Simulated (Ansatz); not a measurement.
`C[Si](F)(F)C#N` → `[CH3]`• + `N#C[Si](F)F`• at 298.15 K and 1 bar (homolysis of the C–Si bond).

Gas-phase electronic energies from Ansatz, PBE0-D4/def2-TZVP geometries. CCSD(T)/CBS adds triple-zeta CCSD(T) − MP2 to the extrapolated MP2 energy (def2 sets, frozen cores). This one scheme is used for every species. No spin–orbit coupling; open shells (•) take unrestricted orbitals.

```
         species  CCSD(T)/CBS energy (Eh)  H − E (kJ/mol)  S (J/(mol·K))
`C[Si](F)(F)C#N`               -621.42890           157.8          352.4
        `[CH3]`•                -39.78218            88.7          194.6
  `N#C[Si](F)F`•               -581.47749            53.7          320.3
```

H − E and S are ideal-gas, rigid-rotor, harmonic terms from PBE0-D4/def2-TZVP, with the whole ground term of open shells counted as degenerate. 1 Eh = 2625.50 kJ/mol, R = 8.31446 J/(mol·K).

Question: By hand: ΔE, ΔH, ΔS and ΔG.

Answer: ΔE = (-39.78218) + (-581.47749) − (-621.42890) = 0.16923 Eh = 444.3 kJ/mol. Δ(H − E) = 88.7 + 53.7 − 157.8 = -15.4, so ΔH = 428.9 kJ/mol. ΔS = 194.6 + 320.3 − 352.4 = 162.5 J/(mol·K). ΔG = 428.9 − 298.15 × (162.5)/1000 = 380.5 kJ/mol.

Question: By hand: the equilibrium constant, and the temperature at which ΔG would vanish if ΔH and ΔS stayed fixed.

Answer: log₁₀ K = −ΔG/(RT ln 10) = -66.7. ΔG = 0 at ΔH/ΔS = 2639 K, far beyond where these terms or the molecules hold.

The number of gas molecules changes by +1, which sets the sign of ΔS. A doubt of 5 kJ/mol in ΔE shifts log₁₀ K by 0.9 here. These are equilibria of isolated gas molecules and say nothing of rates. Largest T1 diagnostic: 0.016 (customary marks: 0.02 for closed shells, 0.045 for open ones).
